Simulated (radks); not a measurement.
The numbers below are computed, except where a source is named.
Ionisation of the holmium ion Ho19+, [Kr] 4d10 4f2, to [Kr] 4d10 4f1 as the strength of local exchange is varied. Code: a radial shooting solver on a logarithmic mesh with Libxc functionals. Model: Dirac Kohn-Sham, Slater X-alpha exchange (alpha = 2/3 is LDA exchange), no correlation, spin-unpolarised, spherical densities, finite nucleus; open shells fill j = l - 1/2 first; Fermi nuclear charge, rms radius 5.2022 fm.

| alpha | E(Ho19+) (hartree) | exchange (hartree) | IE (eV) | -e of the level emptied (eV) | <r> of it (bohr) |
|---|---|---|---|---|---|
| 0.608 | -12462.6321 | -217.8766 | 468.43 | 448.68 (4f5/2) | 0.5581 |
| 0.641 | -12474.4624 | -229.8877 | 470.84 | 451.05 (4f5/2) | 0.5566 |
| 0.649 | -12477.3318 | -232.8024 | 471.42 | 451.63 (4f5/2) | 0.5562 |
| 0.667 | -12483.7900 | -239.3646 | 472.74 | 452.92 (4f5/2) | 0.5553 |
| 0.695 | -12493.8417 | -249.5836 | 474.79 | 454.95 (4f5/2) | 0.5540 |
| 0.835 | -12544.2036 | -300.8854 | 485.15 | 465.14 (4f5/2) | 0.5476 |

NIST Atomic Spectra Database: 475 +/- 24 eV (theoretical). The Delta-SCF value meets it near alpha = 0.70. Spin polarisation and multiplet splitting are left out, so open shells lie too high by an amount that depends on their filling.

Beside tabulated values, note that spin-unpolarised runs miss the spin-polarisation part of the exchange energy of open shells.
